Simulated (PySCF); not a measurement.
Magnetic susceptibility: SMILES COCc1oc(=S)sc1F, C5H5FO2S2

Geometry:
| atom | x (Å) | y (Å) | z (Å) |
| --- | --- | --- | --- |
| C1 | 2.676 | 0.283 | 0.425 |
| O2 | 1.277 | 0.357 | 0.564 |
| C3 | 0.586 | -0.308 | -0.468 |
| C4 | -0.880 | -0.206 | -0.187 |
| O5 | -1.585 | 0.762 | -0.825 |
| C6 | -2.875 | 0.839 | -0.490 |
| S7 | -3.898 | 1.912 | -1.134 |
| S8 | -3.286 | -0.393 | 0.730 |
| C9 | -1.618 | -0.918 | 0.681 |
| F10 | -1.195 | -1.928 | 1.422 |
| H11 | 3.009 | 0.751 | -0.509 |
| H12 | 3.092 | 0.823 | 1.272 |
| H13 | 3.020 | -0.757 | 0.446 |
| H14 | 0.881 | -1.369 | -0.506 |
| H15 | 0.790 | 0.159 | -1.442 |

The calculation used PySCF 2.14.0, GIAO HSE06/pcseg-1 magnetisability, rotational g tensor and spin-rotation constants, non-relativistic, gas phase. Geometry: GFN2-xTB.

(1) How diamagnetic is it, and how anisotropic?

(2) Split it along the inertial axes a, b, c into diamagnetic and paramagnetic parts about the centre of mass, with the quadrupole moment.

(3) And the rotational g tensor?

Answers

(1) Isotropic -1476 × 10⁻³⁰ J/T², or -88.9 × 10⁻⁶ cm³/mol; principal values -1618, -1449, -1361 × 10⁻³⁰ J/T², anisotropy 226 × 10⁻³⁰ J/T² (root of half the summed squared differences of the principal values). The susceptibility is in cgs units.

(2) 
```tsv
axis	χ (10⁻⁶ cm³/mol)	diamagnetic (10⁻⁶ cm³/mol)	paramagnetic (10⁻⁶ cm³/mol)	summed x² of all electrons (Å²)	quadrupole Θ (D Å)
a	-86.4	-792.2	705.8	459.7	+4.41
b	-84.7	-2074.5	1989.8	157.4	-3.40
c	-95.5	-2618.0	2522.4	29.3	-1.00
```
Anisotropies 2χaa − χbb − χcc = +7.4 and 2χbb − χaa − χcc = +12.5 × 10⁻⁶ cm³/mol. Θ is traceless in Buckingham's convention.

(3) 
```csv
axis,rotational constant (GHz),g,nuclear part,electronic part
a,1.6637,-0.0331,0.5185,-0.5516
b,0.5958,-0.0110,0.5460,-0.5570
c,0.4573,-0.0065,0.5355,-0.5420
```
Asymmetric top; isotopes 12C, 19F, 1H, 16O, 32S; no vibrational averaging.
